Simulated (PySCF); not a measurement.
SMILES [SnH3][I] (H3ISn) at its CAM-B3LYP/def2-SVP optimised geometry (Å):

```
5

Sn    -1.1029    -0.8146     0.0000
I      1.6005    -0.8146     0.0000
H     -1.6005     0.8146     0.0000
H     -1.6007    -1.6291    -1.4110
H     -1.6006    -1.6295     1.4108
```

Computed with CAM-B3LYP/def2-TZVP, def2 effective core potentials past Kr in PySCF. The core electrons that the potentials of I, Sn replace are not part of the density. Cells within 0.4 Å of a nucleus heavier than hydrogen are left out (blank, or x).

Map of the LUMO amplitude (bohr^(-3/2)) on the plane z = 0.0 Å; orbital energy -0.53 eV, overall sign arbitrary:

```
|55555555555555555555555555555|
|55544444455555555555555555555|
|44444444444555555555555555555|
|44444444444455555555555555555|
|44444444444455555555555555555|
|44444444444445555555555555555|
|44444444444445555555555555555|
|44444444444445555555555555555|
|44444333344455555555555555555|
|44443333334455555555555555555|
|44433332234555555544555555555|
|44333322134566555444455566655|
|43333322235676654434455666665|
|43333223356787754323456666666|
|33332223456899753212356777766|
|33322223454699853003457887766|
|3332222367xx6985203xx27888776|
|333222246xxx5985205xx07988776|
|3332222356x07985202xx47888766|
|33332233466799853102457887766|
|33333333467898754212356777666|
|43333333457787654333456666666|
|44333334456777655444455666665|
|44433344455666655444555566555|
|44444444455555555555555555555|
|44444444455555555555555555555|
|44444444455555555555555555555|
|44444444455555555555555555555|
|44444444455555555555555555555|
```
Scale: ten equal steps from -0.110 (start of '0') to 0.107 (end of '9'), in the order '0123456789'; x runs from -4.00 to 4.00, y from -4.00 (bottom) to 4.00 (top).
